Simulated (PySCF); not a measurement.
Cartesian coordinates in Å; atom numbers follow the order of the lines, from 1:
```xyz
29

C     2.0075    2.1235   -0.0378
B     1.6857    0.5969   -0.2206
C     2.5887   -0.2609   -1.1727
C     0.4869   -0.0934    0.6036
C     0.5474   -1.6095    0.8115
C    -0.8712   -2.0897    1.1894
B    -1.8396   -0.7969    0.9934
N    -0.8878    0.1705    0.0452
C    -0.9883   -0.2551   -1.3591
C    -1.3049    1.5718    0.1593
H     1.7014    2.6384   -0.9695
H     1.5067    2.6253    0.8021
H     3.0949    2.2962    0.0303
H     2.0454   -1.0391   -1.7307
H     3.2807   -0.8158   -0.5079
H     3.2115    0.3259   -1.8640
H     0.4491    0.3785    1.6011
H     1.3061   -1.8331    1.5789
H     0.9061   -2.1074   -0.1044
H    -0.9013   -2.4444    2.2308
H    -1.1555   -2.9544    0.5676
H    -1.9925   -0.1412    2.0226
H    -2.8953   -0.9502    0.3845
H    -0.3032    0.3244   -2.0002
H    -0.7492   -1.3215   -1.4403
H    -2.0205   -0.1075   -1.6986
H    -1.1625    1.9045    1.1940
H    -0.7355    2.2193   -0.5249
H    -2.3740    1.6360   -0.0828
```

Geometry: PBE0-D3(BJ)/def2-SVP; GIAO absolute shieldings from PySCF 2.14.0 with density-fitted response routines, gas phase, non-relativistic, averaged over equivalent atoms.

At WP04/pcSseg-1 (265 basis functions, 2.4 min wall time on 1 thread of an Arm Neoverse N1, shared host):
| atoms | σ (ppm) |
| --- | --- |
| C4 | 103.2 |
| C10 | 120.3 |
| C9 | 125.5 |
| C5 | 141.0 |
| C1/C3 | 156.5 |
| C6 | 158.3 |
| B2 | 7.7 |
| B7 | 96.1 |
| N8 | 167.4 |
| H17 | 29.06 |
| H27/H28/H29 | 29.08 |
| H24/H25/H26 | 29.54 |
| H23 | 29.62 |
| H22 | 29.67 |
| H19 | 29.81 |
| H18 | 29.99 |
| H20 | 30.66 |
| H11/H12/H13/H14/H15/H16 | 30.68 |
| H21 | 30.80 |

Task: Predict the values at PBE0/pcSseg-1 on the same geometry.

Result: 
```tsv
atoms	σ at PBE0/pcSseg-1	change
C4	115.4	+12.2
C10	131.7	+11.4
C9	138.1	+12.6
C5	155.1	+14.1
C1/C3	165.4	+8.9
C6	173.2	+14.9
B2	8.7	+1.0
B7	103.2	+7.1
N8	185.8	+18.4
H17	28.67	-0.39
H27/H28/H29	28.66	-0.42
H24/H25/H26	29.22	-0.32
H23	28.78	-0.84
H22	28.80	-0.87
H19	29.34	-0.47
H18	29.51	-0.48
H20	30.18	-0.48
H11/H12/H13/H14/H15/H16	30.24	-0.44
H21	30.34	-0.46
```

The largest change is at N8 (donor nitrogen of a Lewis adduct). Cost: 265 basis functions, 2.6 min wall time on 1 thread of an Arm Neoverse N1, shared host. The order of the carbon signals is the same at both levels.

A carbon bonded to boron is broadened by the quadrupolar boron nucleus and is often missing from a measured spectrum.
